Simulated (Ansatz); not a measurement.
**Nudged elastic band run: Li₁₆Si**

The input (input.yaml):

```yaml
crystal:
  lattice:
    - [6.98, 0.0, 0.0]
    - [3.49, 4.935605, 0.0]
    - [0.0, 0.0, 19.403408]
  atoms:
    - { symbol: Li, position: [-0.25, 0.5, 0.0515373] }
    - { symbol: Li, position: [0.25, 0.5, 0.0515373] }
    - { symbol: Li, position: [-0.25, 1.0, 0.0515373] }
    - { symbol: Li, position: [0.25, 1.0, 0.0515373] }
    - { symbol: Li, position: [0.00139305, -0.05077433, 0.17475473] }
    - { symbol: Li, position: [0.57697989, -0.0958758, 0.16943804] }
    - { symbol: Li, position: [0.08293313, 0.37474463, 0.17220553] }
    - { symbol: Li, position: [0.49896017, 0.47071613, 0.1682681] }
    - { symbol: Li, position: [-0.22957304, 0.48169498, 0.2847709] }
    - { symbol: Li, position: [0.18435197, 0.5645239, 0.29970706] }
    - { symbol: Li, position: [-0.33457236, 1.10378092, 0.29734747] }
    - { symbol: Li, position: [0.2949837, 0.95514338, 0.29654762] }
    - { symbol: Li, position: [-0.02504405, 0.03540274, 0.41067258] }
    - { symbol: Li, position: [0.38325103, 0.18264562, 0.42118531] }
    - { symbol: Li, position: [-0.18205956, 0.62226557, 0.41283974] }
    - { symbol: Li, position: [0.46241813, 0.59953312, 0.51368656] }
    - { symbol: Si, position: [0.49014792, 0.53663215, 0.38873023] }
basis:
  ecutwfc: 420.0
kpoints:
  mp_grid: { grid: [3, 3, 1] }
hamiltonian:
  xc: pbe
scf:
  occupations: { method: gaussian, width: 0.05 }
  lower_state_search: "off"
neb:
  images: 7
  f_tol: 0.05
  initial_path: idpp
  max_iterations: 37
  constraints: [{ sites: [0, 1, 2, 3] }]
  final_atoms:
    - { symbol: Li, position: [-0.25, 0.5, 0.0515373] }
    - { symbol: Li, position: [0.25, 0.5, 0.0515373] }
    - { symbol: Li, position: [-0.25, 1.0, 0.0515373] }
    - { symbol: Li, position: [0.25, 1.0, 0.0515373] }
    - { symbol: Li, position: [-0.00103981, -0.0292839, 0.1682681] }
    - { symbol: Li, position: [0.58293315, -0.1252554, 0.17220553] }
    - { symbol: Li, position: [0.07697991, 0.40412417, 0.16943804] }
    - { symbol: Li, position: [0.50139307, 0.44922564, 0.17475473] }
    - { symbol: Li, position: [-0.20501628, 0.45514335, 0.29654762] }
    - { symbol: Li, position: [0.16542766, 0.60378089, 0.29734747] }
    - { symbol: Li, position: [-0.31564801, 1.06452387, 0.29970706] }
    - { symbol: Li, position: [0.27042698, 0.98169495, 0.2847709] }
    - { symbol: Li, position: [-0.03758185, 0.09953309, 0.51368656] }
    - { symbol: Li, position: [0.31794046, 0.12226554, 0.41283974] }
    - { symbol: Li, position: [-0.11674895, 0.68264559, 0.42118531] }
    - { symbol: Li, position: [0.47495597, 0.53540271, 0.41067258] }
    - { symbol: Si, position: [0.99014794, 0.03663212, 0.38873023] }
  order_check: true
```

Run as:

```bash
$ ansatz run input.yaml --threads 1 --pin off --max-ram 3072MiB --backend cpu --events-out ev --progress --plain --runs-dir out
```

Output, in part (warnings, iteration lines):

```
NEB end point (image 0): max|allowed force component| = 1.213e-2 eV/Å (the criterion of neb.relax_end_points is 1.000e-2)
NEB end point (image 8): max|allowed force component| = 1.213e-2 eV/Å (the criterion of neb.relax_end_points is 1.000e-2)
NEB iter   1: max|band force component| = 3.600e-1 eV/Å  barrier→ = 0.9494 eV  barrier← = 0.9494 eV  CI = image 4  Δτ_max = 0.1988 Å  (88 SCF iters)
NEB iter   2: max|band force component| = 2.200e-1 eV/Å  barrier→ = 0.7763 eV  barrier← = 0.7763 eV  CI = image 4  Δτ_max = 0.1973 Å  (61 SCF iters)
NEB iter   3: max|band force component| = 2.006e-1 eV/Å  barrier→ = 0.6545 eV  barrier← = 0.6545 eV  CI = image 4  Δτ_max = 0.2000 Å  (64 SCF iters)
NEB iter   4: max|band force component| = 2.450e-1 eV/Å  barrier→ = 0.5302 eV  barrier← = 0.5302 eV  CI = image 4  Δτ_max = 0.2000 Å  (63 SCF iters)
NEB iter   5: max|band force component| = 2.090e-1 eV/Å  barrier→ = 0.4144 eV  barrier← = 0.4144 eV  CI = image 4  Δτ_max = 0.2000 Å  (61 SCF iters)
NEB iter   6: max|band force component| = 4.120e-1 eV/Å  barrier→ = 0.3704 eV  barrier← = 0.3704 eV  CI = image 3  Δτ_max = 0.2000 Å  (55 SCF iters)
NEB iter   7: max|band force component| = 1.773e-1 eV/Å  barrier→ = 0.3560 eV  barrier← = 0.3560 eV  CI = image 3  Δτ_max = 0.1238 Å  (59 SCF iters)
NEB iter   8: max|band force component| = 4.709e-2 eV/Å  barrier→ = 0.3466 eV  barrier← = 0.3466 eV  CI = image 3  Δτ_max = 0.1283 Å  (59 SCF iters)
NEB iter   9: max|band force component| = 2.890e-1 eV/Å  barrier→ = 0.3404 eV  barrier← = 0.3404 eV  CI = image 3  Δτ_max = 0.2000 Å  (10 SCF iters)
NEB iter  10: max|band force component| = 8.627e-2 eV/Å  barrier→ = 0.3379 eV  barrier← = 0.3379 eV  CI = image 3  Δτ_max = 0.1993 Å  (62 SCF iters)
NEB iter  11: max|band force component| = 5.399e-2 eV/Å  barrier→ = 0.3362 eV  barrier← = 0.3362 eV  CI = image 3  Δτ_max = 0.1577 Å  (59 SCF iters)
NEB iter  12: max|band force component| = 4.489e-2 eV/Å  barrier→ = 0.3353 eV  barrier← = 0.3353 eV  CI = image 3  Δτ_max = 0.0504 Å  (55 SCF iters)
NEB iter  13: max|band force component| = 4.863e-2 eV/Å  barrier→ = 0.3352 eV  barrier← = 0.3352 eV  CI = image 3  CI's point: of a kind that is not told: the force calls were inconclusive, a negative curvature could not be distinguished from the path's own, the only one lies far off the path, or fixed occupations may fill a level only in part  Δτ_max = 0.0000 Å  (443 SCF iters)
```

The forces met the threshold. The band force fell under the threshold earlier too, but the program's further tests of the path sent the band on. The profile has 2 maxima (images 3, 7) with wells between them (image 6): this band takes more than one step, which may be the mechanism or a detour left from its start path. By the program's own check the climbing image is of a kind that is not told: the force calls were inconclusive, a negative curvature could not be distinguished from the path's own, the only one lies far off the path, or fixed occupations may fill a level only in part (lowest curvatures found: -0.22 and -0.01 eV/Å²). Limits of this set-up: coarse k mesh, thin slab, slab without dipole correction.

Final band (atoms are numbered from 1 in the order of the input):

```json
{"image": "0", "path coordinate (Å)": "0.00", "energy (eV)": "0.00", "Li11–Li13 (Å)": "2.94", "Li10–Li16 (Å)": "4.64"}
{"image": "1", "path coordinate (Å)": "1.48", "energy (eV)": "0.04", "Li11–Li13 (Å)": "2.93", "Li10–Li16 (Å)": "4.67"}
{"image": "2", "path coordinate (Å)": "2.95", "energy (eV)": "0.12", "Li11–Li13 (Å)": "3.04", "Li10–Li16 (Å)": "4.51"}
{"image": "3", "path coordinate (Å)": "4.42", "energy (eV)": "0.34", "Li11–Li13 (Å)": "3.85", "Li10–Li16 (Å)": "3.92"}
{"image": "4", "path coordinate (Å)": "6.00", "energy (eV)": "0.23", "Li11–Li13 (Å)": "4.65", "Li10–Li16 (Å)": "3.08"}
{"image": "5", "path coordinate (Å)": "7.58", "energy (eV)": "0.07", "Li11–Li13 (Å)": "4.95", "Li10–Li16 (Å)": "2.97"}
{"image": "6", "path coordinate (Å)": "9.15", "energy (eV)": "0.02", "Li11–Li13 (Å)": "4.77", "Li10–Li16 (Å)": "2.93"}
{"image": "7", "path coordinate (Å)": "10.73", "energy (eV)": "0.04", "Li11–Li13 (Å)": "4.43", "Li10–Li16 (Å)": "2.86"}
{"image": "8", "path coordinate (Å)": "12.31", "energy (eV)": "0.00", "Li11–Li13 (Å)": "4.64", "Li10–Li16 (Å)": "2.94"}
```

Time of the run: 13 min on 1 thread of Intel(R) Xeon(R) 6975P-C (Granite Rapids), on a shared host, peak memory 1.2 GiB.
